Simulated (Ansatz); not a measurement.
`FC(F)(F)C(Cl)Cl` and `CCOC(F)(F)F` differ in one atom or group.

Ansatz, PBE0-D4/def2-TZVP geometries, multiplicity 1. Each molecule was computed in one conformer, which needn't be the lowest.

| property | `FC(F)(F)C(Cl)Cl` |
| --- | --- |
| HOMO–LUMO gap (PBE0/def2-TZVPP) / eV | 8.87 |
| ideal-gas entropy at 298 K and 1 bar (rigid rotor, harmonic PBE0-D4/def2-TZVP) / J/(mol·K) | 352 |
| LUMO energy (PBE/def2-TZVPP) / eV | -1.52 |
| HOMO–LUMO gap (ωB97M-V/def2-TZVPP) / eV | 13.39 |
| HOMO–LUMO gap (B3LYP/def2-TZVPP) / eV | 8.30 |
| size of the dipole moment (ωB97M-V/def2-TZVPP) / D | 1.31 |

**Question.** What does the change do to each property? (Estimate.)

**Answer.** The calculation gave: 
| property | `CCOC(F)(F)F` | shift |
| --- | --- | --- |
| HOMO–LUMO gap (PBE0/def2-TZVPP) / eV | 10.45 | 1.58 |
| ideal-gas entropy at 298 K and 1 bar (rigid rotor, harmonic PBE0-D4/def2-TZVP) / J/(mol·K) | 355 | 3 |
| LUMO energy (PBE/def2-TZVPP) / eV | 0.42 | 1.94 |
| HOMO–LUMO gap (ωB97M-V/def2-TZVPP) / eV | 14.26 | 0.87 |
| HOMO–LUMO gap (B3LYP/def2-TZVPP) / eV | 9.86 | 1.56 |
| size of the dipole moment (ωB97M-V/def2-TZVPP) / D | 2.66 | 1.35 |

The zero-point energy changes by 135.0 kJ/mol with +12 modes. Dipoles are sizes alone; their direction can turn. Modes under 60 cm⁻¹, often nearly free rotors, make the harmonic entropy too high.

B3LYP here is the variant with VWN-RPA as its local correlation; programs differ in this.
